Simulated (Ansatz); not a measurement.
`CC(F)S[SiH3]`. Total charge 0; spin multiplicity 1. Geometry: relaxed with PBE0-D4/def2-TZVP. It is one conformer, not always the lowest.

```xyz
12

C     0.093   -1.588    0.362
C    -0.360   -0.364    1.110
F    -1.657   -0.064    0.743
S     0.715    1.092    0.898
Si    0.287    1.666   -1.116
H     0.115   -1.404   -0.713
H    -0.594   -2.413    0.563
H     1.094   -1.873    0.686
H    -0.362   -0.537    2.190
H    -1.107    2.141   -1.277
H     0.540    0.565   -2.081
H     1.237    2.778   -1.365
```

Question: What is the dipole moment at B3LYP/def2-TZVPP? (Estimate.)

Answer: Computed: 1.56 D, with components (0.66, -1.39, -0.20) D in this frame, pointing from negative to positive charge.

Question: And with PBE, r2SCAN, ωB97M-V? (Estimate.)

Answer: Computed: PBE 1.52 D, r2SCAN 1.59 D, ωB97M-V 1.55 D.

Question: Give the Mulliken charges with B3LYP, PBE, r2SCAN in def2-TZVPP. (Estimate.)

Answer: The calculation gave: 
```tsv
atom	B3LYP	PBE	r2SCAN
C1	-0.24	-0.24	-0.15
C2	0.19	0.16	0.26
F3	-0.24	-0.19	-0.23
S4	-0.23	-0.21	-0.25
Si5	0.29	0.22	0.31
H6	0.09	0.09	0.06
H7	0.10	0.10	0.06
H8	0.09	0.09	0.06
H9	0.10	0.09	0.05
H10	-0.04	-0.03	-0.05
H11	-0.06	-0.05	-0.07
H12	-0.05	-0.04	-0.06
```

B3LYP here is the variant with VWN-RPA as its local correlation; programs differ in this.
